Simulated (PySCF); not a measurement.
Gas-phase equilibrium of 1 mol H₂S, 9.3 mol H₂ at 800 K and 0.00133 bar, among 9 species (S₂, S₆, H₂S₂, H, H₂S, SH, H₂, S₈, S). Only gases are allowed; each row takes one source of thermochemistry for all species, and Cantera finds the minimum.

Energies from PySCF, thermal terms from the rigid-rotor harmonic-oscillator model, ideal gas at 1 bar. † marks an energy on the PBE0/def2-TZVP geometry and frequencies; other levels use their own. 6-31G* has spherical d functions here. Open shells (unrestricted) among the columns below: S₂ (multiplicity 3), SH (multiplicity 2, electronic degeneracy 4), S (multiplicity 3, electronic degeneracy 9); the rest are closed-shell singlets. Spin-orbit splitting is ignored; it lowers the true energy and changes the entropy of SH, S. B3LYP is the form with VWN-RPA correlation. The harmonic model lacks anharmonicity and excited electronic states, which grow with temperature; levels with a mode under 35 cm⁻¹ are left out.

Molecules larger than those listed are left out.

With B3LYP/def2-TZVP† thermochemistry: H₂ 0.90, H₂S 0.097, SH 3.7e-7, S₂ 5.0e-5, S 1.9e-12.

Question: How far does the composition move with the other sources (BLYP/def2-TZVP†, HF/6-31G*, PBE/def2-SVP, PBE/def2-TZVP†, PBE0/def2-TZVP)?

Answer: 
```
thermochemistry   x H₂  x H₂S    x SH    x S₂      x S
----------------  ----  -----  ------  ------  -------
B3LYP/def2-TZVP†  0.90  0.097  3.7e-7  5.0e-5  1.9e-12
BLYP/def2-TZVP†   0.90  0.095  4.9e-7  0.0011  2.5e-12
HF/6-31G*         0.90  0.094  0.0026  3.3e-5  0.00061
PBE/def2-SVP      0.90  0.097  4.6e-8  6.7e-6   <1e-12
PBE/def2-TZVP†    0.90  0.097  5.5e-8  7.5e-5   <1e-12
PBE0/def2-TZVP    0.90  0.097  9.1e-8  4.7e-6   <1e-12
```
The most sensitive of these is S: it spans a factor of 10^8.8 over these rows; at this temperature one factor of ten is RT ln 10 = 15 kJ/mol.
